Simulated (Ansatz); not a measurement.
Basis sets compared for the cluster B₁₃ (the lowest doublet isomer of a short search). Total charge 0; doublet. Geometry PBE-D4/def2-SVP. Ansatz on 4 threads of Arm Neoverse V1 on a shared host; times are rough, and most runs start from earlier orbitals.

Cartesian coordinates in Å:
```
B 0.968 -0.494 2.380
B 1.743 -0.857 -1.817
B 2.352 -1.168 -0.428
B 0.850 -0.424 -0.467
B -0.401 0.194 2.641
B -1.090 0.545 -2.313
B 0.326 -0.158 -2.175
B 1.735 -0.870 1.042
B -0.700 0.348 -0.638
B -2.155 1.080 0.312
B -1.539 0.769 1.715
B 0.024 -0.020 1.009
B -2.114 1.057 -1.262
```

At HF/6-31G, HF/def2-TZVP the charge 0 doublet is spin-contaminated (final ⟨S²⟩ up to 0.88, 0.75 for a pure state). The structure comes from a short search, and lower isomers may exist.

Binding counts from free atoms (B doublet) in the same basis, without a counterpoise term.

```csv
level,functions,energy (Eh),HOMO (eV),LUMO (eV),binding per atom (eV),wall time
HF/6-31G,117,-320.3550,-6.84,-0.65,3.35,3.5 s
PBE-D4/def2-SVP,182,-322.1004,-5.12,-4.79,5.32,6 s
PBE0-D4/def2-SVP,182,-322.1405,-5.81,-4.12,5.19,11 s
```

(1) Estimate the rows for HF/def2-TZVP, PBE-D4/def2-TZVP, PBE0-D4/def2-TZVP.

Results:

(1) 
```tsv
level	functions	energy (Eh)	HOMO (eV)	LUMO (eV)	binding per atom (eV)	wall time
HF/def2-TZVP	403	-320.5949	-7.17	-0.85	3.51	3.2 min
PBE-D4/def2-TZVP	403	-322.4251	-5.12	-4.77	5.22	20 s
PBE0-D4/def2-TZVP	403	-322.4632	-5.79	-4.08	5.08	53 s
```
